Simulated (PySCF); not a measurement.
**Ionisation energy of Rh⁺ by level of theory**

Rh⁺ [Kr] 4d8 (3F) → Rh²⁺ [Kr] 4d7 (4F), as a difference of total energies. All numbers are calculated (PySCF 2.14, scalar relativity by spin-free X2C-1e, in ANO-RCC-VDZP). Correlated levels: valence: [Kr] frozen. The calculations carry no spin-orbit coupling.

```json
{"method": "UHF", "ionisation energy (eV)": "16.617"}
{"method": "MP2 (valence)", "ionisation energy (eV)": "18.168"}
{"method": "SCS-MP2 (valence)", "ionisation energy (eV)": "18.136"}
{"method": "CCSD (valence)", "ionisation energy (eV)": "18.002"}
{"method": "CCSD(T) (valence)", "ionisation energy (eV)": "18.030"}
{"method": "CCSDT (valence)", "ionisation energy (eV)": "18.033"}
```

Question: How much does correlation contribute at CCSD(T) (valence)?

Answer: 18.030 − (16.617) = 1.413 eV, measured against UHF.

A first-order spin-orbit estimate (lowest level to lowest level, LS coupling) adds -0.030 eV.

Errors of the correlated levels include the incompleteness of this basis and the frozen core.

For comparison: 18.08 eV (semi-empirical (NIST evaluation); NIST Atomic Spectra Database, ionization energies).
